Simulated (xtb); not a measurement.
Cd(NH2)(SeH) (CdH3NSe), SMILES [NH2][Cd][SeH]. All values are semi-empirical tight-binding results from xtb (GFN2-xTB unless named), good for trends rather than for accurate numbers. Geometry optimised at GFN2-xTB. The structure was generated by enumeration; whether it is a known compound was not checked. Other conformers were not sampled.

Optimised geometry:

Bonds (Å): Cd1–N2 2.040, Cd1–Se5 2.487, N2–H3 1.023, N2–H4 1.019, Se5–H6 1.435. Angles (°): N2–Cd1–Se5 127.5, Cd1–N2–H3 108.9, Cd1–N2–H4 115.0, H3–N2–H4 104.8, Cd1–Se5–H6 100.9.
Charge 0, spin multiplicity 1.

For metal compounds this method's bond lengths and energies can be far off.

| Property | Value |
|---|---|
| orbital gap | 2.92 eV |
| zero-point energy | 18.3 kcal/mol |
| G − E(el) at 298.15 K (modified RRHO) | -2.2 kcal/mol |

Computed atomic charges and the Wiberg bond orders between heavy atoms:
charges (e) Cd1 0.36, N2 -0.46, H3 0.15, H4 0.15, Se5 -0.38, H6 0.19. Bond orders Cd1–N2 0.87, Cd1–Se5 0.87.
